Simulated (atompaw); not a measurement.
Which change was made? (Zr, PAW (atompaw))

```json
{"Element": "zirconium (Zr)", "Generator": "atompaw 4.2.0.5", "Type": "PAW", "Functional": "PBE", "Relativity": "scalar-relativistic", "Frozen core": "[Ar] 3d10", "Valence charge": "12", "Reference configuration": "4s2 4p6 4d2 5s1.75 5p0.25", "Partial waves": "4s (bound): rc 1.95 bohr; 5s (bound): rc 3.00 bohr; 4p (bound): rc 1.50 bohr; 5p (bound): rc 3.00 bohr; 4d (bound): rc 3.00 bohr; 4d channel at 0.1 Ry: rc 3.00 bohr", "Local potential": "ultrasoft scheme with l = 3 at 0 Ry, radius 2.85 bohr", "Core correction": "smooth core density matched at 1.85 bohr", "Augmentation charge": "sinc compensation charge, radius 2.60 bohr; PAW radius 3.00 bohr; waves and projectors: custom rrkj gramschmidtortho"}
```

Cutoffs, loose and tight: the cutoffs (Ry, on a coarse ladder) from which the occupation-weighted sum of valence levels, in a spherical-Bessel basis at the reference potential, stays within 10 and 1 mRy of its value at 400 Ry. They see the waves, projectors and local potential, not the compensation charge or the core.

The base gives: outcome: generated; cutoff, loose: 35 Ry; cutoff, tight: 55 Ry; bound ghosts: none.

Task: After one change the result is: outcome: generated; cutoff, loose: 10 Ry; cutoff, tight: 12 Ry; bound ghosts: s. Which change was it?
A. augmentation sinc compensation charge, radius 2.60 bohr; PAW radius 3.00 bohr; waves and projectors: modrrkj vanderbiltortho
B. all radii scaled by about 1.06 (s 2.06, p 1.58, d 3.18 bohr); local potential ultrasoft scheme with l = 3 at 0 Ry, radius 3.02 bohr; augmentation sinc compensation charge, radius 2.74 bohr; PAW radius 3.18 bohr; waves and projectors: custom rrkj gramschmidtortho; core correction smooth core density matched at 1.96 bohr
C. core [Kr], valence charge 4; reference 4d2 5s1 5p0; waves now 5s (bound): rc 2.85 bohr; 5s channel at 3.25 Ry: rc 2.85 bohr; 5p (bound): rc 3.00 bohr; 5p channel at 1.5 Ry: rc 3.00 bohr; 4d (bound): rc 3.00 bohr; 4d channel at 3.35 Ry: rc 3.00 bohr; local potential ultrasoft scheme with l = 3 at 0 Ry, radius 2.75 bohr; core correction smooth core density matched at 2.95 bohr; augmentation sinc compensation charge, radius 2.70 bohr; PAW radius 3.00 bohr; waves and projectors: custom rrkj gramschmidtortho

Result: C. The others give: augmentation sinc compensation charge, radius 2.60 bohr; PAW radius 3.00 bohr; waves and projectors: modrrkj vanderbiltortho → outcome: generated; cutoff, loose: 25 Ry; cutoff, tight: 40 Ry; bound ghosts: none | all radii scaled by about 1.06 (s 2.06, p 1.58, d 3.18 bohr); local potential ultrasoft scheme with l = 3 at 0 Ry, radius 3.02 bohr; augmentation sinc compensation charge, radius 2.74 bohr; PAW radius 3.18 bohr; waves and projectors: custom rrkj gramschmidtortho; core correction smooth core density matched at 1.96 bohr → outcome: generated; cutoff, loose: 30 Ry; cutoff, tight: 55 Ry; bound ghosts: none.
